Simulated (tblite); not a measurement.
Run record: tight-binding relaxation, `[CH2-]S(=O)(=O)CC1CCC1`.

Computed with GFN2-xTB geometry optimisation, gas phase (tblite 0.8.0). Start geometry: from a force field or distance geometry. The command runs a driver script over a list of jobs; the input below is this job's line of settings and its coordinates in Å.

Command:
```bash
OMP_NUM_THREADS=1 python probes_run.py task.json out
```

Input:
```
{"job": {"kind": "relax", "xc": "GFN2-xTB", "basis": "xTB"}, "charge": -1, "multiplicity": 1}
C      3.529100     0.020800     0.051600
S      1.980600    -0.872800    -0.047600
O      1.716400    -1.648200     1.213200
O      2.115400    -1.822100    -1.208800
C      0.728100     0.314100    -0.424000
C     -0.645300    -0.309900    -0.544300
C     -1.636000     0.802900    -0.884600
C     -2.552500     0.319500     0.239800
C     -1.368300    -0.489600     0.765700
H      3.350500     1.009800     0.536100
H      3.876100     0.241800    -0.986300
H      0.960600     0.688900    -1.464100
H      0.756300     1.150900     0.309500
H     -0.776000    -1.141300    -1.234400
H     -1.193400     1.791100    -0.654900
H     -2.040100     0.652800    -1.896200
H     -2.838900     1.157900     0.914700
H     -3.393100    -0.290000    -0.162100
H     -1.706800    -1.518100     0.998700
H     -0.867900    -0.047900     1.655600
```

Output:
```
step      E/eV     max force
  0    -814.38619    4.947
  1    -814.87616    1.894
  2    -815.05096    0.722
  3    -815.14613    0.874
  4    -815.22174    0.829
  5    -815.26741    0.429
  6    -815.28857    0.374
  7    -815.30420    0.312
  8    -815.31667    0.283
  9    -815.32632    0.230
... (49 lines left out)
 59    -815.48595    0.021
 60    -815.48600    0.014
 61    -815.48603    0.014
 62    -815.48606    0.015
 63    -815.48609    0.015
 64    -815.48612    0.014
 65    -815.48614    0.013
 66    -815.48617    0.010
 67    -815.48619    0.011
 68    -815.48621    0.009
```

«max force» is the largest atomic force in eV/Å.

**Question.** From which step on does the largest force stay under 0.1 eV/Å, and how much energy is left to gain from there?

**Answer.** From step 34 (0.098 eV/Å), 15.6 meV above the end.

In short: energy lowered by 25.4 kcal/mol over 68 steps; largest atomic force 0.009 eV/Å at the end.

**Question.** Where do the atoms end?

**Answer.** 0.293 Å rms from the input after alignment:
```
atom  x, y, z in Å
C1     3.6246   -0.2960    0.0283
S2     2.0051   -0.8168   -0.0326
O3     1.5601   -1.2680    1.2870
O4     1.8095   -1.7884   -1.1119
C5     0.7412    0.5364   -0.4827
C6    -0.5986   -0.1247   -0.6020
C7    -1.8151    0.7577   -0.9728
C8    -2.5536    0.2553    0.2758
C9    -1.2876   -0.4902    0.7243
H10    3.6589    0.4902    0.7842
H11    3.8457    0.1229   -0.9545
H12    1.0775    0.9549   -1.4302
H13    0.7768    1.2890    0.3024
H14   -0.4780   -0.9863   -1.2614
H15   -1.5926    1.8245   -0.9432
H16   -2.2921    0.5270   -1.9259
H17   -2.9029    1.0362    0.9531
H18   -3.3923   -0.4036    0.0494
H19   -1.4018   -1.5557    0.9037
H20   -0.7899   -0.0538    1.5864
```

The run took 0.9 s of wall time on Arm Neoverse N1, one thread, shared host.
Labels such as C1 count atoms from 1, the log's own numbers from 0.
